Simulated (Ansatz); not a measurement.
Input for Ansatz (a quantum-chemistry and plane-wave program): R-HF/def2-TZVPP on FHSe (SMILES F[SeH]), atoms moved off the minimum.

Ansatz 0.2 input:
```yaml
crystal:
  periodic: [false, false, false]
  atoms:
    - {symbol: Se, position_ang: [-0.10138425, -0.19756302, 0.26110654]}
    - {symbol: H, position_ang: [-0.91185483, -0.94319542, -0.85032170]}
    - {symbol: F, position_ang: [0.56928994, 0.92264989, -0.87359051]}
basis:
  gaussian:
    orbitals: def2-TZVPP
hamiltonian:
  xc: {name: HF}
scf: {lower_state_search: off}
output: {forces: true}
```

It printed:

```
WARN ansatz: RAYON_NUM_THREADS=1 ignored (pool sized by the plan → 1); use --threads N
Functional definition: HF
these checks for a lower state are left out or cut short: stability, starts, cluster_reference, orbital_swaps, neighbouring_geometries, increment
integrals: 0.02 GiB planned
745 factors; their error is unknown
mean field: 0.15 GiB planned
mean field evaluation 1: about -68022.1136 eV, gradient 2.4e1 eV
mean field evaluation 2: about -68022.8392 eV, gradient 1.6e1 eV
mean field evaluation 4: about -68023.1735 eV, gradient 4.5e-1 eV
mean field evaluation 8: about -68024.9683 eV, gradient 1.4e0 eV
mean field evaluation 16: about -68023.9021 eV, gradient 2.4e1 eV
mean field -68024.97000323 eV, -2499.8715386378 hartree, gradient 1.9e-6 eV, S^2 0.000000; 0 other end points of the search recorded, 0 dependent functions left out
the calculation of the forces begins
reference -68024.97000323 eV, -2499.8715386378 hartree; 22, 22 occupied and 71, 71 virtual orbitals, 745 factors
Total energy: -68024.97000323 eV, -2499.8715386378 hartree
Atom 0 at    -0.101384    -0.197563     0.261107 Å, force    -0.966218    -0.748667    -1.897629 eV/Å
Atom 1 at    -0.911855    -0.943195    -0.850322 Å, force     1.009331     0.879724     1.583619 eV/Å
Atom 2 at     0.569290     0.922650    -0.873591 Å, force    -0.043113    -0.131057     0.314010 eV/Å
Dipole moment:    -0.221628    -0.316649     0.156410 e Å
Checks for a lower state left out: stability, starts, cluster_reference, orbital_swaps, neighbouring_geometries, increment
```

Self-consistency was reached.

Cost: very roughly 1.6 core-seconds.
